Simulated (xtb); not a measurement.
ZrCl₃, SMILES [Cl][Zr+]([Cl])[Cl], charge +1, multiplicity 1. All values are semi-empirical tight-binding results from xtb (GFN2-xTB unless named), good for trends rather than for accurate numbers. The structure is a stationary point at GFN2-xTB. The multiplicity is an assumed one; other spin states were not compared. The isomer is the one that the SMILES or the coordinates give; other isomers of the formula were not compared.

For metal compounds this method's bond lengths and energies can be far off.

Estimate the properties. (Estimate from the structure and the level; the computed values follow.)


```yaml
point_group_as_xtb_finds_it: C3v
orbital_gap: 2.61 eV
zero_point_energy: 2.3 kcal/mol
G − E(el) at 298.15 K (modified RRHO): -17.4 kcal/mol
```
